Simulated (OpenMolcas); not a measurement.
An atom or ion with 12 electrons was computed by MS-CASPT2, IPEA 0.25 Eh, imaginary shift 0.1 Eh with spin-orbit coupling (OpenMolcas, ANO-RCC-VTZP, DKH2). The lowest levels that the run gave, each within 12 % of the measured value where one is at hand:

```csv
J,Parity,E (cm-1),g
0,even,0.0,
0,odd,37030,
1,odd,37080,1.501
2,odd,37182,1.501
1,odd,61312,1.000
```

Question: Which ion is it, and what are the configurations and terms?

Answer: Al+ (Z = 13, charge +1; active space 2 electrons in 8 orbitals (3s 3p 4s 4p)). J, parity and g give the terms where levels are pure, and mixed ones are named by the computed weights; the size of the splittings, set against known spectra of the 12-electron sequence, gives the charge. In order, with the measured energies in cm-1 (NIST Handbook of Basic Atomic Spectroscopic Data): 3s2 1S0, 3s 3p 3P* 0 (37393), 3s 3p 3P* 1 (37454), 3s 3p 3P* 2 (37578), 3s 3p 1P* 1 (59852).

Over all roots computed the reference weight is 0.89 to 0.99; the roots of lowest weight are the least certain, and an intruder state may touch them. The run also gave levels led by 3s 4s, which use shells meant for correlation; these and all levels above them are left out. Computed and measured levels are paired by configuration, term and J; levels that our copy of the source lacks, or whose pairing is in doubt (as where it misses far off the trend of its configuration), stay unpaired and out of the deviations. Levels of configurations outside the active space are missing.

* marks odd parity.
